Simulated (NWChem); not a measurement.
System: C$_{2}$H$_{7}$FSi; SMILES [SiH](C)(C)F

The following NWChem deck was run.

```
start job
memory heap 200 mb stack 900 mb global 1100 mb
geometry units angstroms noautoz
  Si    -0.079975    -0.342912     0.000000
  C      0.782373     0.230067    -1.550808
  C      0.782373     0.230067     1.550808
  F     -1.589156     0.287457     0.000000
  H     -0.240578    -1.827691     0.000000
  H      1.798244    -0.192300    -1.610328
  H      0.231191    -0.085868    -2.449736
  H      0.868010     1.327820    -1.570719
  H      0.231191    -0.085868     2.449736
  H      1.798244    -0.192300     1.610328
  H      0.868010     1.327820     1.570719
end
basis spherical
  * library def2-tzvp
end
dft
  xc xctpssh
  iterations 150
  semidirect filesize 400000000
  mulliken
end
task dft energy
```

Structure relaxed at the PBE0/def2-SVP level.

What results follow from this input? (TPSSh/def2-TZVP.) Quantities: energy (Ha); highest occupied level (eV); orbital gap (eV); dipole (D).


```yaml
energy (Ha): -469.96
highest occupied level (eV): -8.15
orbital gap (eV): 8.84
dipole (D): 1.88
```
